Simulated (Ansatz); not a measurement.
Reaction (redistribution): `[NH2][AlH][SiH2][SiH2]Cl` + `C=C[SiH2]S` → `C=C[SiH2][SiH2]Cl` + `[NH2][AlH][SiH2]S`

Computed with Ansatz on PBE0-D4/def2-TZVP structures; ΔE is electronic, products minus reactants. CCSD(T)/CBS adds triple-zeta CCSD(T) − MP2 to the extrapolated MP2 energy (def2 sets, frozen cores). DFT in def2-TZVPP. Each species was taken in one conformer, which may not be the lowest.

```
             level  ΔE (kJ/mol)
            PBE-D4         23.2
         r2SCAN-D4         24.3
            B2PLYP         21.8
              PBE0         21.7
   CCSD/def2-TZVPP         23.1
CCSD(T)/def2-TZVPP         24.3
     HF/def2-QZVPP         17.4
     MP2/CBS(def2)         25.4
```

Task: What does CCSD(T)/CBS give? (Estimate.)

Result: The calculation gave: +24.1 kJ/mol. The listed levels differ from it by -0.9, 0.2, -2.3, -2.4, -1.0, 0.2, -6.7, 1.3 kJ/mol.

Largest T1 diagnostic among the species: 0.013.

In def2-TZVPP, CCSD(T) changes the Hartree–Fock value by +6.4 kJ/mol (the triples alone add +1.2 kJ/mol) and MP2 by +7.6 kJ/mol. The D4 term adds +3.7 kJ/mol with B3LYP and +2.1 kJ/mol with PBE0; it sums over pairs of atoms, weighted by their polarisabilities, and B3LYP, whose exchange is more repulsive, gets the larger term.

B3LYP here is the variant with VWN-RPA as its local correlation; programs differ in this.
